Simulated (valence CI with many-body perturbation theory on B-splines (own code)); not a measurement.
## E1 line list for V XI

Computed by valence CI with perturbative core correlation (CI+MBPT): three valence electrons over a frozen Dirac-Fock core [Ne], a basis of 11 s, 11 p, 9 d, 7 f, 5 g, 2 h, 1 i functions for each j, with the one-electron correlation potential Σ1, the two-electron term Σ2, the three-electron term Σ3, Breit, model QED; selected CI, second order for the rest, scaled by the run's own slope (own B-spline code, finite nucleus).

No measured spectrum was set against this ion. As an estimate, levels of excited configurations hold to 0.05 to 0.15 % of their energy, terms of the ground configuration to about 0.5 %.

Lines 1 to 50 of 262 in falling wavelength, among levels below 890620 cm⁻¹, chosen from the strongest by gf and those to the six lowest levels. Wavelengths and rates use the calculated energies, so an error of 200 cm⁻¹ moves a line at 702.8 Å by 0.14 % and its rate by three times that or more. Electric multipoles are in the length gauge, E1 and E2 with the static RPA response of the core. Weak lines are less certain than strong ones. Lines between different terms over intervals too small for the method are left out, as are lines whose strength nearly cancels. Where a level lies close to another of its J and parity, the split of strength between their lines is uncertain. The highest levels of a list are the least certain.

Names give the largest LS component (configuration and term), which can be under half, so a name can repeat, a term be missing and a line seem to break the LS rules; names also repeat where a configuration has a term twice. Letters in brackets count levels of one name in rising energy.

| λ vac (Å) | Upper | Lower | A (s⁻¹) | S (a.u.) |
| --- | --- | --- | --- | --- |
| 702.8 | 3p3 2D°_5/2 | 3s 3p2 2P_3/2 | 4.28e+08 | 4.40e-01 |
| 684.9 | 3p3 2D°_3/2 | 3s 3p2 2P_1/2 | 3.79e+08 | 2.41e-01 |
| 676.1 | 3p2 3d 2D_5/2 [a] | 3s 3p 3d 2D°_5/2 [b] | 2.98e+08 | 2.73e-01 |
| 663.4 | 3p2 3d 2G_7/2 | 3s 3p 3d 2F°_5/2 [b] | 5.78e+08 | 6.66e-01 |
| 648.8 | 3p2 3d 2G_9/2 | 3s 3p 3d 2F°_7/2 [b] | 6.33e+08 | 8.53e-01 |
| 615.0 | 3p2 3d 2F_7/2 [a] | 3s 3p 3d 2F°_7/2 [a] | 5.81e+08 | 5.34e-01 |
| 601.1 | 3s 3p2 4P_1/2 | 3s2 3p 2P°_3/2 | 3.30e+06 | 7.08e-04 |
| 600.4 | 3p2 3d 2F_5/2 [a] | 3s 3p 3d 2F°_5/2 [a] | 7.59e+08 | 4.86e-01 |
| 587.9 | 3s 3p2 4P_3/2 | 3s2 3p 2P°_3/2 | 1.90e+06 | 7.64e-04 |
| 570.6 | 3s 3p2 4P_5/2 | 3s2 3p 2P°_3/2 | 6.88e+06 | 3.78e-03 |
| 568.0 | 3s 3p2 4P_1/2 | 3s2 3p 2P°_1/2 | 6.92e+06 | 1.25e-03 |
| 556.2 | 3s 3p2 4P_3/2 | 3s2 3p 2P°_1/2 | 1.60e+05 | 5.44e-05 |
| 538.4 | 3p2 3d 2P_1/2 [b] | 3s 3p 3d 2P°_3/2 [b] | 1.23e+09 | 1.89e-01 |
| 534.7 | 3p2 3d 2P_3/2 [b] | 3s 3p 3d 2P°_3/2 [b] | 7.08e+08 | 2.14e-01 |
| 520.5 | 3p2 3d 2F_5/2 [a] | 3s 3p 3d 2D°_3/2 [a] | 1.10e+09 | 4.60e-01 |
| 516.7 | 3p2 3d 2D_3/2 [b] | 3s 3p 3d 2P°_1/2 [b] | 9.69e+08 | 2.64e-01 |
| 513.6 | 3p3 2P°_3/2 | 3s 3p2 2P_3/2 | 1.71e+09 | 4.56e-01 |
| 511.0 | 3p2 3d 2F_7/2 [a] | 3s 3p 3d 2D°_5/2 [a] | 1.11e+09 | 5.84e-01 |
| 505.4 | 3p2 3d 2D_5/2 [b] | 3s 3p 3d 2P°_3/2 [b] | 1.48e+09 | 5.67e-01 |
| 502.9 | 3p3 2P°_1/2 | 3s 3p2 2P_1/2 | 1.98e+09 | 2.49e-01 |
| 494.4 | 3p2 3d 2F_5/2 [b] | 3s 3p 3d 2D°_3/2 [b] | 1.42e+09 | 5.08e-01 |
| 491.8 | 3p2 3d 2G_9/2 | 3s 3p 3d 2F°_7/2 [a] | 2.81e+09 | 1.65e+00 |
| 491.2 | 3p2 3d 2F_7/2 [b] | 3s 3p 3d 2D°_5/2 [b] | 1.80e+09 | 8.40e-01 |
| 477.6 | 3p2 3d 2G_7/2 | 3s 3p 3d 2F°_5/2 [a] | 2.96e+09 | 1.27e+00 |
| 471.2 | 3p2 3d 2P_3/2 [a] | 3s 3p 3d 2D°_5/2 [a] | 1.60e+09 | 3.31e-01 |
| 467.7 | 3p2 3d 4F_5/2 | 3s 3p 3d 4D°_3/2 | 6.76e+08 | 2.05e-01 |
| 462.8 | 3p2 3d 4F_3/2 | 3s 3p 3d 4D°_1/2 | 1.59e+09 | 3.10e-01 |
| 462.7 | 3s 3p 3d 2F°_5/2 [a] | 3s2 3d 2D_3/2 | 1.05e+09 | 3.07e-01 |
| 461.8 | 3p2 3d 4F_7/2 | 3s 3p 3d 4D°_5/2 | 1.26e+09 | 4.92e-01 |
| 460.1 | 3p2 3d 2D_5/2 [b] | 3s 3p 3d 2F°_7/2 [b] | 5.92e+08 | 1.71e-01 |
| 459.3 | 3p3 2P°_3/2 | 3s 3p2 2S_1/2 | 1.11e+09 | 2.12e-01 |
| 455.4 | 3p2 3d 4F_5/2 | 3s 3p 3d 4P°_3/2 | 1.34e+09 | 3.74e-01 |
| 454.4 | 3p3 2D°_3/2 | 3s 3p2 2D_3/2 | 1.64e+09 | 3.04e-01 |
| 454.0 | 3p2 3d 4F_9/2 | 3s 3p 3d 4D°_7/2 | 2.51e+09 | 1.16e+00 |
| 453.2 | 3p3 2D°_5/2 | 3s 3p2 2D_5/2 | 2.04e+09 | 5.63e-01 |
| 451.6 | 3p3 2D°_5/2 | 3s 3p2 2D_3/2 | 1.85e+08 | 5.04e-02 |
| 449.2 | 3p2 3d 2P_1/2 [a] | 3s 3p 3d 2D°_3/2 [a] | 1.71e+09 | 1.53e-01 |
| 449.1 | 3p2 3d 2F_5/2 [b] | 3s 3p 3d 2F°_5/2 [b] | 1.89e+09 | 5.08e-01 |
| 448.4 | 3s 3p 3d 2F°_7/2 [a] | 3s2 3d 2D_5/2 | 1.42e+09 | 5.05e-01 |
| 447.8 | 3s 3p2 2D_3/2 | 3s2 3p 2P°_3/2 | 9.96e+07 | 1.77e-02 |
| 446.2 | 3s 3p2 2D_5/2 | 3s2 3p 2P°_3/2 | 1.34e+09 | 3.52e-01 |
| 445.8 | 3p2 3d 4F_7/2 | 3s 3p 3d 4P°_5/2 | 1.09e+09 | 3.80e-01 |
| 440.9 | 3p2 3d 2F_7/2 [b] | 3s 3p 3d 2F°_7/2 [b] | 2.31e+09 | 7.83e-01 |
| 438.2 | 3p2 3d 4D_1/2 | 3s 3p 3d 4P°_1/2 | 2.28e+09 | 1.89e-01 |
| 433.2 | 3p3 4S°_3/2 | 3s 3p2 2D_3/2 | 1.64e+07 | 2.64e-03 |
| 431.8 | 3p2 3d 4D_3/2 | 3s 3p 3d 4D°_3/2 | 1.91e+09 | 3.04e-01 |
| 431.6 | 3p2 3d 4D_5/2 | 3s 3p 3d 4D°_5/2 | 1.59e+09 | 3.78e-01 |
| 431.0 | 3p2 3d 4D_5/2 | 3s 3p 3d 4D°_3/2 | 9.54e+08 | 2.26e-01 |
| 429.2 | 3s 3p2 2D_3/2 | 3s2 3p 2P°_1/2 | 1.45e+09 | 2.26e-01 |
| 426.3 | 3p2 3d 4D_7/2 | 3s 3p 3d 4D°_5/2 | 7.28e+08 | 2.23e-01 |
